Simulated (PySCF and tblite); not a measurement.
C₆H₅FO, numbered as in [CH:1]#[C:2]/[CH:3]=[CH:4]/[O:5]/[CH:6]=[CH:7]/[F:8].

Geometries GFN2-xTB; weights from PBE0-D3(BJ)/pcSseg-1 energies and GFN2-xTB thermal corrections, with symmetry numbers and mirror pairs. Conformers within 2.5 kcal/mol (GFN2-xTB free energy) were kept, 4 at most. Couplings: B3LYP/pcSseg-1 with pcJ-1 on H, F (gas phase; spin-dipole term only for pairs with B, N, F, Si or P). Couplings are for ¹⁹F, ¹H. Codes: tblite and PySCF.

Torsions listed: C3–C4–O5–C6, C4–O5–C6–C7. Of a mirror pair one member is shown.

```
conformer       shape  weight %
        1  16°, -162°      59.5
        2  180°, 180°      28.8
        3  165°, -15°      11.4
        4    24°, 27°       0.4
```

Q: Give the couplings in each conformer and the averages at 298.15 K (pairs that fast motion interchanges averaged).

A: 
| coupling | pairs | 1 | 2 | 3 | 4 | average (Hz) |
| --- | --- | --- | --- | --- | --- | --- |
| ⁵J(H4,F8) | 1 | 2.1 | -0.5 | -0.2 | 1.0 | 1.1 |
| ³J(H6,F8) | 1 | 7.1 | 7.1 | 9.6 | 10.6 | 7.4 |
| ²J(H7,F8) | 1 | 83.0 | 83.0 | 82.1 | 83.9 | 82.9 |
| ⁴J(H1,H3) | 1 | -3.9 | -4.0 | -4.1 | -4.0 | -3.9 |
| ⁵J(H1,H4) | 1 | 0.8 | 0.9 | 0.9 | 0.9 | 0.8 |
| ³J(H3,H4) | 1 | 14.0 | 12.6 | 12.7 | 14.5 | 13.4 |
| ⁴J(H4,H6) | 1 | -0.9 | 0.0 | -0.8 | 0.0 | -0.7 |
| ³J(H6,H7) | 1 | 10.0 | 9.8 | 11.0 | 11.4 | 10.1 |

Computed couplings to fluorine can be off by tens of per cent at such levels.


Conformer gaps in pcSseg-1 on xTB geometries can be 2 kcal/mol off for S=O, P=O and other polar bonds.